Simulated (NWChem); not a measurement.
**Basis-set dependence for BeF₂**

```
Be
F 1 1.3865
F 1 1.3865 2 180.00
```
Charge 0, spin multiplicity 1.

Everything below was run with NWChem. All single points use one geometry, from B3LYP/def2-SVP, a minimum by its harmonic frequencies.

Hartree-Fock energies in Ha, correlation energies in mHa.

The correlated methods keep 3 core orbitals frozen. The structure started from a generated list of species. Coupled-cluster values serve here as a point of comparison, not as the truth.

```tsv
basis	functions	RHF	MP2	SCS-MP2	CCSD	CCSD+T(CCSD)	CCSD(T)	CR-CCSD[T]	CR-CCSD(T)
STO-3G	15	-210.63909	-82.9	-80.6	-87.8	-105.0	-101.7	-103.7	-100.7
cc-pVDZ	42	-213.67913	-419.9	-403.7	-421.8	-429.5	-428.2	-428.3	-427.2
cc-pVTZ	90	-213.76457	-555.1	-539.2	-552.8	-569.5	-568.3	-566.6	-565.7
cc-pVQZ	165	-213.78503	-606.2	-594.1	not run	not run	not run	not run	not run
```

From cc-pVTZ to cc-pVQZ the Hartree-Fock energy moves by -20.5 mHa and the MP2 correlation energy by -51.1 mHa, which is 8 % of its value in the larger set.
